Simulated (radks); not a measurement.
The numbers below are computed, except where a source is named.
Ru37+, configuration [He] 2s2 2p3.

Level of theory: Dirac Kohn-Sham, PBE, spin-unpolarised, spherical densities, point nucleus; open shells are shared between the two j in proportion to 2j + 1; speed of light set to 205.554 atomic units (1.5 times the physical value, a model run) (a radial shooting solver on a logarithmic mesh with Libxc functionals).

Energy parts (eV):
total: -81350.537
kinetic: 83129.873
electron-nucleus: -169536.744
Hartree: 6501.066
exchange-correlation: -1444.732

Orbitals (lengths in bohr, moments of r in powers of bohr):
| orbital | occ. | eigenvalue (eV) | <1/r> |
|---|---|---|---|
| 1s1/2 | 2 | -24329.64 | 44.58 |
| 2s1/2 | 2 | -5438.109 | 10.61 |
| 2p1/2 | 1 | -5284.055 | 10.56 |
| 2p3/2 | 2 | -5221.095 | 10.32 |

The highest occupied level is 2p3/2 at -5221.1 eV. The density falls to 0.001 e/bohr^3 at r = 0.50 bohr.
